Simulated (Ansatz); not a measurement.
Isolated molecules relaxed with PBE0-D4/def2-TZVP in Ansatz; ΔE leaves out vibrations. CCSD(T)/CBS adds triple-zeta CCSD(T) − MP2 to the extrapolated MP2 energy (def2 sets, frozen cores). Functionals use def2-TZVPP. Each species was taken in one conformer, which may not be the lowest.

Reaction (ligand exchange at the Si–N bond): `CN[SiH2]O` + `O[SiH](O)O` → `O[SiH2]O[SiH](O)O` + CH₃NH₂

`CN[SiH2]O`:

Z-matrix (Å, degrees):
```
C
N 1 1.446
H 1 1.097 2 113.4
H 1 1.093 2 109.4 3 -120.0
H 1 1.094 2 111.4 3 121.9
Si 2 1.705 1 125.5 3 97.3
H 2 1.008 1 113.7 3 -65.2
O 6 1.652 2 118.0 1 -83.0
H 6 1.489 2 105.4 1 38.4
H 6 1.479 2 107.7 1 160.6
H 8 0.958 6 117.8 2 73.7
```

`O[SiH](O)O`:

Z-matrix (Å, degrees):
```
Si
O 1 1.641
O 1 1.633 2 105.0
O 1 1.630 2 114.4 3 -119.5
H 1 1.476 2 110.6 3 122.9
H 2 0.958 1 117.9 3 -173.6
H 3 0.958 1 116.6 2 25.4
H 4 0.959 1 117.6 2 72.3
```

`O[SiH2]O[SiH](O)O`:

```xyz
12

O    -0.518   -0.450   -1.872
Si   -1.004    0.881   -1.014
O    -0.234    0.806    0.409
Si    0.920   -0.082    1.170
O     1.090   -1.492    0.365
O     0.523   -0.370    2.720
H    -0.463   -0.383   -2.826
H    -0.630    2.108   -1.761
H    -2.465    0.837   -0.776
H     2.158    0.712    1.221
H     0.732   -1.497   -0.530
H    -0.109   -1.069    2.896
```

CH₃NH₂:

Z-matrix (Å, degrees):
```
C
N 1 1.453
H 1 1.092 2 109.4
H 1 1.100 2 115.4 3 -121.6
H 1 1.092 2 109.4 3 116.8
H 2 1.012 1 110.6 3 62.6
H 2 1.012 1 110.6 3 -179.3
```

| species | ωB97X-V energy (Eh) |
| --- | --- |
| `CN[SiH2]O` | -461.83618 |
| `O[SiH](O)O` | -517.72282 |
| `O[SiH2]O[SiH](O)O` | -883.71826 |
| CH₃NH₂ | -95.86508 |

(1) Work out ΔE.

Largest T1 diagnostic among the species: 0.012.

Answers

(1) ΔE = (-883.71826) + (-95.86508) − (-461.83618) − (-517.72282) = -0.02434 Eh = -15.3 kcal/mol. CCSD(T)/CBS gives -15.6 kcal/mol.

The D4 term adds −0.8 kcal/mol with B3LYP and −0.5 kcal/mol with PBE0; it sums over pairs of atoms, weighted by their polarisabilities, and B3LYP, whose exchange is more repulsive, gets the larger term. In def2-TZVPP, CCSD(T) changes the Hartree–Fock value by +2.2 kcal/mol (the triples alone add +0.3 kcal/mol) and MP2 by +2.6 kcal/mol.

B3LYP here is the variant with VWN-RPA as its local correlation; programs differ in this.
